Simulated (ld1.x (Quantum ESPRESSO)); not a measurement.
## Logarithmic derivatives: nickel (Ni), ultrasoft

nickel (Ni), ultrasoft, made with ld1.x (Quantum ESPRESSO) 7.5 (PBE, scalar-relativistic). Core [Ar], reference 3d8 4s2 4p0. Waves: 4s (bound): rcut 1.70, rcutus 2.35 bohr; 4s channel at 2.55 Ry: rcut 1.70, rcutus 2.35 bohr; 4p (bound, empty): rcut 2.80, rcutus 3.60 bohr; 4p channel at 0.35 Ry: rcut 2.80, rcutus 3.60 bohr; 3d (bound): rcut 1.35, rcutus 1.60 bohr; 3d channel at 2.75 Ry: rcut 1.35, rcutus 1.60 bohr. Local part: all-electron potential smoothed inside 2.50 bohr (lloc = -1). Core correction: Bessel-smoothed model core inside 1.05 bohr. Augmentation charge: PSQ, inside the norm-conserving radii.

The phase is arctan(r·u′/u) with u = r·R(r), unwrapped; energies in Ry, scanned from -3 to 5 Ry. A pole is an energy at which the radial function vanishes at the test radius. The pseudo phase is shifted by a multiple of π to meet the all-electron one at the reference energy, and phase errors are pseudo minus all-electron; the curves can meet again beyond the range given. Levels narrower than the energy grid can be missing from the lists of poles.

```csv
channel,radius (bohr),reference energy (Ry),"poles, all-electron","poles, pseudo",unbroken range about the reference energy with phases within 0.05 rad,phase error 1 Ry above the reference energy (rad)
s,3.90,-0.41,"-0.15, 2.80","-0.15, 2.80",below 4.7,-0.000
p,3.90,-0.09,"0.46, 3.49","0.46, 3.11",below 1.5,-0.001
d,3.90,-0.65,"-0.65, 1.54, 4.75","-0.65, 1.55, 4.87",the whole range,+0.019
```

Phases in the p channel:

```json
{"E (Ry)": "-3.00", "all-electron": "1.418", "pseudo": "1.418"}
{"E (Ry)": "-2.52", "all-electron": "1.403", "pseudo": "1.402"}
{"E (Ry)": "-2.04", "all-electron": "1.382", "pseudo": "1.381"}
{"E (Ry)": "-1.56", "all-electron": "1.350", "pseudo": "1.349"}
{"E (Ry)": "-1.08", "all-electron": "1.293", "pseudo": "1.292"}
{"E (Ry)": "-0.60", "all-electron": "1.145", "pseudo": "1.145"}
{"E (Ry)": "-0.12", "all-electron": "-0.169", "pseudo": "-0.169"}
{"E (Ry)": "0.36", "all-electron": "-1.515", "pseudo": "-1.515"}
{"E (Ry)": "0.84", "all-electron": "-1.717", "pseudo": "-1.718"}
{"E (Ry)": "1.32", "all-electron": "-1.964", "pseudo": "-1.976"}
{"E (Ry)": "1.80", "all-electron": "-3.410", "pseudo": "-3.646"}
{"E (Ry)": "2.28", "all-electron": "-4.437", "pseudo": "-4.498"}
{"E (Ry)": "2.76", "all-electron": "-4.609", "pseudo": "-4.651"}
{"E (Ry)": "3.24", "all-electron": "-4.684", "pseudo": "-4.732"}
{"E (Ry)": "3.72", "all-electron": "-4.736", "pseudo": "-4.808"}
{"E (Ry)": "4.20", "all-electron": "-4.787", "pseudo": "-4.948"}
{"E (Ry)": "4.68", "all-electron": "-4.856", "pseudo": "-5.875"}
```
